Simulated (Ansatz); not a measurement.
A nudged elastic band was laid between two geometries of BrH + Cl2H2OSn (8 atoms, charge 0, multiplicity 1).

The calculation used RKS PBE/def2-SVP in Ansatz.

* movable images: 5
* climbing image: yes
* spring: 5.0 eV/Å²
* optimiser: quadratic models (default)
* start path: through a guess of the saddle point
* force threshold: 0.05 eV/Å
* iteration limit: 60
* end points: relaxed

First end point:

```xyz
8
Properties=species:S:1:pos:R:3
Sn -0.258 -0.033 -0.183
Cl -0.588 -0.133 2.183
H 1.388 -0.252 -0.592
O -0.810 1.784 -0.777
H -1.754 1.943 -0.573
Cl -1.725 -1.631 -1.105
Br 2.060 -2.765 1.771
H 1.067 -1.852 2.304
```

Last end point:

```xyz
8
Properties=species:S:1:pos:R:3
Sn -0.009 -0.686 -0.666
Cl 0.487 0.875 2.743
H 1.522 -0.075 -1.168
O -1.345 0.630 -0.011
H -1.042 0.943 0.873
Cl -1.082 -1.765 -2.456
Br 0.379 -2.428 1.154
H 0.470 -0.431 2.557
```

Which bonds break or form, and what moves?

Bonds broken: Sn1–Cl2, Br7–H8. Bonds formed: Sn1–Br7, Cl2–H8. BrH + Cl2H2OSn becomes BrClH2OSn + ClH.

What energy profile does the band end with?

The run converged. The highest image is number 2 of 0 to 6, 11.5 kcal/mol above the first end and 14.9 kcal/mol above the last; the last end lies 3.4 kcal/mol below the first. A vibrational analysis at the climbing image gives one clearly imaginary mode, 166i cm⁻¹, and a faint second one (15i cm⁻¹) that may be numerical noise or a soft torsion: probably a first-order saddle point. The orbitals stay closed-shell, which can raise the energy where a bond breaks towards radicals; this wasn't checked here.

```json
{"image": "0", "path coordinate (Å)": "0.00", "energy (kcal/mol)": "0.0", "Sn1–Cl2 (Å)": "2.39", "Br7–H8 (Å)": "1.45", "Sn1–Br7 (Å)": "4.08"}
{"image": "1", "path coordinate (Å)": "1.06", "energy (kcal/mol)": "1.5", "Sn1–Cl2 (Å)": "2.42", "Br7–H8 (Å)": "1.46", "Sn1–Br7 (Å)": "3.52"}
{"image": "2", "path coordinate (Å)": "2.12", "energy (kcal/mol)": "11.5", "Sn1–Cl2 (Å)": "2.70", "Br7–H8 (Å)": "1.80", "Sn1–Br7 (Å)": "2.81"}
{"image": "3", "path coordinate (Å)": "3.13", "energy (kcal/mol)": "5.9", "Sn1–Cl2 (Å)": "3.44", "Br7–H8 (Å)": "2.23", "Sn1–Br7 (Å)": "2.59"}
{"image": "4", "path coordinate (Å)": "4.14", "energy (kcal/mol)": "-0.6", "Sn1–Cl2 (Å)": "4.12", "Br7–H8 (Å)": "2.40", "Sn1–Br7 (Å)": "2.54"}
{"image": "5", "path coordinate (Å)": "5.16", "energy (kcal/mol)": "-3.3", "Sn1–Cl2 (Å)": "4.11", "Br7–H8 (Å)": "2.43", "Sn1–Br7 (Å)": "2.55"}
{"image": "6", "path coordinate (Å)": "6.19", "energy (kcal/mol)": "-3.4", "Sn1–Cl2 (Å)": "3.78", "Br7–H8 (Å)": "2.44", "Sn1–Br7 (Å)": "2.55"}
```

What is the geometry of the highest image?


```xyz
8
Properties=species:S:1:pos:R:3:forces:R:3
Sn 0.144 -0.310 -0.168 0.00 0.01 0.00
Cl -0.171 0.049 2.491 0.00 0.00 0.00
H 1.705 0.079 -0.774 0.00 0.00 0.00
O -0.788 1.446 -0.410 0.00 -0.01 0.00
H -1.757 1.334 -0.338 0.00 0.01 0.00
Cl -1.403 -1.722 -1.281 0.00 0.00 0.00
Br 1.165 -2.536 1.206 0.00 0.00 0.00
H 0.487 -1.279 2.301 0.00 0.00 0.00
```

Time of the run: 2.8 min on 4 threads of AMD EPYC 7R43 64-Core Processor (Zen 3) (shared host), peak memory 0.21 GiB.
